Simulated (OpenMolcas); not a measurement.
**Computed levels of Cu3+**

```json
{"Program": "OpenMolcas 26.06", "Method": "SS-CASPT2, IPEA 0.25 Eh, imaginary shift 0.1 Eh (closed shells correlated: 3s 3p)", "Basis": "ANO-RCC-VTZP [6s5p3d2f1g]", "Scalar Hamiltonian": "DKH2, point nucleus", "Active space": "8 electrons in 10 orbitals (3d 4d)", "State averaging": "2S+1 = 3 even, 10 roots; 2S+1 = 1 even, 15 roots", "Spin-orbit coupling": "state interaction with AMFI integrals over the reference wave functions, term energies averaged over their components"}
```

With spin-orbit coupling, above the lowest level:

```
Configuration  Term  J  E (cm-1)  Measured (cm-1)      g  Term weight %  Second
          3d8    3F  4       0.0              0.0  1.250            100        
          3d8    3F  3      1809             1861  1.084            100        
          3d8    3F  2      3000             3078  0.670             99        
          3d8    1D  2     16180            16248  1.067             85   14 3P
          3d8    3P  2     19970            19697  1.431             86   14 1D
          3d8    3P  1     20350            20097  1.501            100        
          3d8    3P  0     20680            20423                   100        
          3d8    1G  4     27510            26913  1.000            100        
          3d8    1S  0     62390            61456                   100
```

Against the 8 measured excited levels shown (Sugar and Musgrove, J. Phys. Chem. Ref. Data 19, 527 (1990)) the mean absolute deviation is 320 cm-1; the largest miss in energy is 3d8 1S0: computed 62390, measured 61456 cm-1 (+1.5 %), and the largest in proportion 3d8 3F3 (-2.8 %).

Spin-orbit coupling puts the lowest level 1365 cm-1 below the lowest spin-free term.

For 3F the intervals divided by the larger J are -396.7, -452.4 cm-1. Landé's interval rule makes them equal in pure LS coupling; they differ by 13 % of their mean. The multiplet is inverted.

CASPT2 does not keep the components of a term degenerate, so their means are used; among the terms shown or strongly mixed into the levels shown the widest spread is 630 cm-1 (3d8 1G). Active for correlation alone: 4d; no level in the range computed is led by a configuration that fills it, so any true level of that kind is missing. Measured partners are found by configuration, term and J. A level has none where our copy of the source lacks it or the pairing is in doubt (some pairs that miss far off the trend of their configuration count as doubtful), and it then counts in no deviation. Only configurations of the active space appear. The first state left out of the spin-orbit step lies near 410000 cm-1 above the lowest spin-free state of the reference (among the parities and spins computed), and the list stops at four fifths of that energy or lower.

The CASPT2 steps took 6.9 min on 1 thread of Intel(R) Xeon(R) 6975P-C (Granite Rapids), on a shared host; the integral step is not counted.

The term weight is that of the spin-free term in the level, not the purity of its configuration.
